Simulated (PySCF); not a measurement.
**AlAs: from constants to spectrum**

UHF-CCSD(T) constants of AlAs, ³Σ⁻ (triplet), unpaired electrons π ↑↑ (basis Al def2-TZVPPD, As def2-TZVPPD; no relativity; PySCF 2.14; masses 26.9815 and 74.9216 u):

* ωe: 303.2 cm⁻¹
* ωexe: 1.14 cm⁻¹
* Be: 0.13317 cm⁻¹
* αe: 0.000732 cm⁻¹
* D (centrifugal): 1.03e-07 cm⁻¹
* De to Al + As: 1.95 eV

Question: Give the vibrational terms G(v) and spacings up to v = 6.

Answer: G(v) = ωe(v+½) − ωexe(v+½)².

```tsv
v	G(v) (cm⁻¹)	G(v) − G(v−1)	Bv (cm⁻¹)
0	151.3		0.1328
1	452.2	300.9	0.1321
2	750.9	298.6	0.1313
3	1047.2	296.4	0.1306
4	1341.3	294.1	0.1299
5	1633.1	291.8	0.1291
6	1922.6	289.5	0.1284
```

Question: How well does the Morse estimate ωe²/(4ωexe) reproduce De, and what is D0?

Answer: It gives 2.50 eV, 128 % of the computed De. D0 = De − G(0) = 1.95 − 0.02 = 1.93 eV.

Correlated steps freeze 14 core orbitals. Spin–orbit coupling is left out. The state was picked by a PBE0 search and need not be the measured ground state.
